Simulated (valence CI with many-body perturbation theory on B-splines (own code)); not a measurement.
# Gd³⁰⁺: electric-dipole lines

Computed by relativistic CI+MBPT: six valence electrons over a frozen Dirac-Fock core [Ar] 3d10, a basis of 9 s, 9 p, 8 d, 6 f, 3 g, 1 h functions for each j, with the one-electron correlation potential Σ1 (screened to all orders), the two-electron term Σ2, the three-electron term Σ3, Breit, model QED; selected single and double excitations, second order for the rest, scaled by the run's own slope (own B-spline code, finite nucleus).

The last digits are not significant, and no measured levels were compared; by estimate large intervals hold to a few tenths of a per cent, small ones and those within an open d or f shell to about a per cent. Among the levels kept, up to 640 cm⁻¹ of a level comes from second order outside the variational space, and about a tenth of that is noise between levels of different J, which matters for small intervals.

Lines 1 to 50 of 90 in falling wavelength, among levels below 1538000 cm⁻¹, chosen from the strongest by gf and those to the six lowest levels. Wavelengths and rates use the calculated energies. Electric multipoles are in the length gauge, E1 and E2 with the static RPA response of the core. Weak lines are less certain than strong ones. Lines between different terms over intervals too small for the method are left out, as are lines whose strength nearly cancels. The highest levels of a list are the least certain.

Levels are named by their leading jj configuration (3d3/2^4 stands for four electrons in 3d with j = 3/2), which in mixed levels can hold well under half, so a name can repeat and another be missing. Letters in brackets count levels of one name in rising energy.

```
λ vac (nm)                               Upper                       Lower   A (s⁻¹)  S (a.u.)
     44.30      (4s^2 4p1/2^2 4p3/2 4d3/2) J=1          (4s^2 4p3/2^4) J=0  4.93e+06  6.34e-04
     30.43            (4s 4p1/2^2 4p3/2^3) J=1          (4s^2 4p3/2^4) J=0  3.76e+07  1.57e-03
     22.87      (4s^2 4p1/2^2 4p3/2 4d5/2) J=1          (4s^2 4p3/2^4) J=0  1.95e+07  3.45e-04
     18.77  (4s^2 4p1/2 4p3/2^2 4d3/2) J=1 [a]          (4s^2 4p3/2^4) J=0  8.96e+08  8.77e-03
     18.19            (4s 4p1/2^2 4p3/2^3) J=2    (4s^2 4p1/2 4p3/2^3) J=2  3.30e+09  4.90e-02
     17.27      (4s^2 4p1/2^2 4p3/2 4d3/2) J=1    (4s^2 4p1/2 4p3/2^3) J=2  3.56e+09  2.72e-02
     17.26            (4s 4p1/2^2 4p3/2^3) J=2    (4s^2 4p1/2 4p3/2^3) J=1  4.39e+09  5.56e-02
     17.07  (4s^2 4p1/2 4p3/2^2 4d5/2) J=1 [a]          (4s^2 4p3/2^4) J=0  2.64e+09  1.95e-02
     16.70      (4s^2 4p1/2^2 4p3/2 4d3/2) J=2    (4s^2 4p1/2 4p3/2^3) J=2  3.37e+08  3.87e-03
     16.43      (4s^2 4p1/2^2 4p3/2 4d3/2) J=1    (4s^2 4p1/2 4p3/2^3) J=1  9.51e+08  6.24e-03
     16.32      (4s^2 4p1/2^2 4p3/2 4d3/2) J=3    (4s^2 4p1/2 4p3/2^3) J=2  1.79e+07  2.70e-04
     15.91      (4s^2 4p1/2^2 4p3/2 4d3/2) J=2    (4s^2 4p1/2 4p3/2^3) J=1  5.90e+08  5.87e-03
     15.66      (4s^2 4p1/2^2 4p3/2 4d3/2) J=0    (4s^2 4p1/2 4p3/2^3) J=1  1.14e+08  2.16e-04
     14.70  (4s^2 4p1/2 4p3/2^2 4d3/2) J=1 [b]          (4s^2 4p3/2^4) J=0  1.25e+09  5.88e-03
     14.67            (4s 4p1/2^2 4p3/2^3) J=1    (4s^2 4p1/2 4p3/2^3) J=2  8.16e+09  3.81e-02
     14.05            (4s 4p1/2^2 4p3/2^3) J=1    (4s^2 4p1/2 4p3/2^3) J=1  3.76e+09  1.55e-02
     13.88      (4s^2 4p1/2^2 4p3/2 4d5/2) J=2    (4s^2 4p1/2 4p3/2^3) J=2  1.95e+09  1.29e-02
     13.67  (4s^2 4p1/2 4p3/2^2 4d3/2) J=1 [c]          (4s^2 4p3/2^4) J=0  9.98e+08  3.77e-03
     13.33      (4s^2 4p1/2^2 4p3/2 4d5/2) J=2    (4s^2 4p1/2 4p3/2^3) J=1  2.86e+09  1.67e-02
     13.29      (4s^2 4p1/2^2 4p3/2 4d5/2) J=3    (4s^2 4p1/2 4p3/2^3) J=2  5.45e+06  4.41e-05
     13.05  (4s^2 4p1/2 4p3/2^2 4d3/2) J=1 [d]          (4s^2 4p3/2^4) J=0  2.44e+09  8.02e-03
     12.65      (4s^2 4p1/2^2 4p3/2 4d5/2) J=1    (4s^2 4p1/2 4p3/2^3) J=2  1.32e+09  3.97e-03
     12.51  (4s^2 4p1/2 4p3/2^2 4d5/2) J=1 [b]          (4s^2 4p3/2^4) J=0  3.21e+09  9.30e-03
     12.19      (4s^2 4p1/2^2 4p3/2 4d5/2) J=1    (4s^2 4p1/2 4p3/2^3) J=1  1.28e+09  3.45e-03
     11.33      (4s^2 4p1/2^2 4p3/2 4d3/2) J=1  (4s^2 4p1/2^2 4p3/2^2) J=0  1.04e+09  2.24e-03
     11.28  (4s^2 4p1/2 4p3/2^2 4d3/2) J=1 [a]    (4s^2 4p1/2 4p3/2^3) J=2  2.41e+09  5.13e-03
     11.17              (4s 4p1/2 4p3/2^4) J=0    (4s^2 4p1/2 4p3/2^3) J=1  1.31e+10  8.99e-03
     11.15  (4s^2 4p1/2 4p3/2^2 4d3/2) J=2 [a]    (4s^2 4p1/2 4p3/2^3) J=2  5.81e+08  1.98e-03
     11.00            (4s 4p1/2^2 4p3/2^3) J=2  (4s^2 4p1/2^2 4p3/2^2) J=2  1.31e+10  4.30e-02
     10.92  (4s^2 4p1/2 4p3/2^2 4d3/2) J=1 [a]    (4s^2 4p1/2 4p3/2^3) J=1  2.96e+07  5.70e-05
     10.89  (4s^2 4p1/2 4p3/2^2 4d3/2) J=3 [a]    (4s^2 4p1/2 4p3/2^3) J=2  9.47e+07  4.22e-04
     10.79  (4s^2 4p1/2 4p3/2^2 4d3/2) J=2 [a]    (4s^2 4p1/2 4p3/2^3) J=1  1.93e+07  5.97e-05
     10.66      (4s^2 4p1/2^2 4p3/2 4d3/2) J=1  (4s^2 4p1/2^2 4p3/2^2) J=2  5.86e+09  1.05e-02
     10.65  (4s^2 4p1/2 4p3/2^2 4d5/2) J=1 [a]    (4s^2 4p1/2 4p3/2^3) J=2  3.23e+10  5.77e-02
     10.51      (4s^2 4p1/2 4p3/2^2 4d3/2) J=0    (4s^2 4p1/2 4p3/2^3) J=1  3.17e+10  1.82e-02
     10.44      (4s^2 4p1/2^2 4p3/2 4d3/2) J=2  (4s^2 4p1/2^2 4p3/2^2) J=2  1.12e+10  3.15e-02
     10.35  (4s^2 4p1/2 4p3/2^2 4d5/2) J=3 [a]    (4s^2 4p1/2 4p3/2^3) J=2  2.54e+08  9.72e-04
     10.32  (4s^2 4p1/2 4p3/2^2 4d5/2) J=1 [a]    (4s^2 4p1/2 4p3/2^3) J=1  2.53e+09  4.11e-03
     10.29      (4s^2 4p1/2^2 4p3/2 4d3/2) J=3  (4s^2 4p1/2^2 4p3/2^2) J=2  3.30e+08  1.24e-03
     10.19  (4s^2 4p1/2 4p3/2^2 4d3/2) J=2 [b]    (4s^2 4p1/2 4p3/2^3) J=2  7.09e+07  1.85e-04
     10.15            (4s 4p1/2^2 4p3/2^3) J=1  (4s^2 4p1/2^2 4p3/2^2) J=0  1.35e+10  2.09e-02
     9.886  (4s^2 4p1/2 4p3/2^2 4d3/2) J=2 [b]    (4s^2 4p1/2 4p3/2^3) J=1  6.51e+08  1.55e-03
     9.675  (4s^2 4p1/2 4p3/2^2 4d3/2) J=1 [b]    (4s^2 4p1/2 4p3/2^3) J=2  1.47e+10  1.97e-02
     9.606            (4s 4p1/2^2 4p3/2^3) J=1  (4s^2 4p1/2^2 4p3/2^2) J=2  1.38e+11  1.81e-01
     9.576  (4s^2 4p1/2 4p3/2^2 4d3/2) J=2 [c]    (4s^2 4p1/2 4p3/2^3) J=2  1.84e+09  3.98e-03
     9.486  (4s^2 4p1/2 4p3/2^2 4d3/2) J=3 [b]    (4s^2 4p1/2 4p3/2^3) J=2  5.81e+09  1.71e-02
     9.404  (4s^2 4p1/2 4p3/2^2 4d3/2) J=1 [b]    (4s^2 4p1/2 4p3/2^3) J=1  1.57e+10  1.94e-02
     9.356  (4s^2 4p1/2 4p3/2^2 4d5/2) J=2 [a]    (4s^2 4p1/2 4p3/2^3) J=2  9.67e+08  1.95e-03
     9.311  (4s^2 4p1/2 4p3/2^2 4d3/2) J=2 [c]    (4s^2 4p1/2 4p3/2^3) J=1  2.02e+10  4.03e-02
     9.263      (4s^2 4p1/2^2 4p3/2 4d5/2) J=2  (4s^2 4p1/2^2 4p3/2^2) J=2  1.37e+11  2.69e-01
```
